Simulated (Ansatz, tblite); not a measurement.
Forces on InPt5⁺ at its B3LYP-D4/def2-SVP geometry. Total charge 1; singlet.

In the def2 sets In, Pt take a core potential; there is no spin–orbit coupling. The xTB rows come from tblite. At PBE-D4/def2-TZVP the restricted singlet is unstable: a solution with broken spin symmetry lies lower. Another isomer (singlet) lies 0.19 eV lower at PBE0-D4/def2-TZVP; other spin states weren't run for this one.

GFN1-xTB (tblite), largest force 2.94 eV/Å:

```xyz
6
positions Å, forces eV/Å
In   -1.549    1.376    0.823   -0.795    1.020    0.484
Pt    0.640   -1.497    0.746   -2.135    1.608   -1.148
Pt    1.322    0.923    0.944    0.202   -1.341   -2.134
Pt   -0.221   -0.503   -1.404    0.892   -0.184    2.328
Pt    1.690    1.126   -1.547   -0.933   -0.825    1.415
Pt   -1.882   -1.425    0.439    2.768   -0.278   -0.946
```

GFN2-xTB (tblite), largest force 0.82 eV/Å:

```
In -0.314 0.582 0.086
Pt -0.404 -0.509 0.373
Pt 0.729 0.362 -0.134
Pt -0.043 0.107 -0.290
Pt -0.330 -0.075 0.223
Pt 0.363 -0.467 -0.259
```

PBE-D4/def2-TZVP (Ansatz), largest force 0.90 eV/Å:

```
In 0.402 -0.392 -0.136
Pt -0.424 0.308 -0.131
Pt -0.281 -0.219 -0.578
Pt 0.239 0.182 0.853
Pt -0.461 -0.198 0.327
Pt 0.525 0.319 -0.335
```
